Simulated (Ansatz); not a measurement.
Reaction (substitution at a C–In bond): `C[CH](C)[In]([NH2])[NH2]` + `[OH][Zr]([OH])([OH])[Cl]` → `CC(C)[O][Zr]([OH])([OH])[Cl]` + `[NH2][InH][NH2]`

Isolated molecules relaxed with PBE0-D4/def2-TZVP in Ansatz; ΔE leaves out vibrations. CCSD(T)/CBS is the MP2 limit (def2-TZVPP, def2-QZVPP) plus CCSD(T) − MP2 in def2-TZVPP, frozen cores. DFT in def2-TZVPP. def2 core potentials past Kr. For In, Zr outer-core shells are correlated without core-valence functions, which leaves a few kJ/mol of doubt a bond. One conformer a species, not always the lowest.

```csv
level,ΔE (kJ/mol),difference from CCSD(T)/CBS
BLYP-D4,10.9,-11.0
revPBE,17.3,-4.6
r2SCAN0,9.9,-12.0
CAM-B3LYP,3.3,-18.6
LC-ωPBE,10.1,-11.8
HF/def2-SVP,-16.6,-38.5
CCSD/def2-SVP,-5.7,-27.6
CCSD(T)/def2-SVP,-6.2,-28.1
MP2/def2-TZVPP,23.4,1.5
HF/def2-QZVPP,-6.6,-28.5
CCSD(T)/CBS,21.9,0
```

Largest T1 diagnostic among the species: 0.016.

At CCSD(T), def2-SVP lies −28.1 kJ/mol from the extrapolated value and def2-TZVPP −8.7 kJ/mol. Leaving LDA and LC-ωPBE aside and taking each functional with its dispersion term where it has one, the values, not all of them listed here, spread over 17.3 kJ/mol, from B97M-V to PBE-D4. LDA lies −10.6 kJ/mol from PBE without D4. In def2-TZVPP, CCSD(T) changes the Hartree–Fock value by +19.8 kJ/mol (the triples alone add +1.1 kJ/mol) and MP2 by +29.9 kJ/mol.
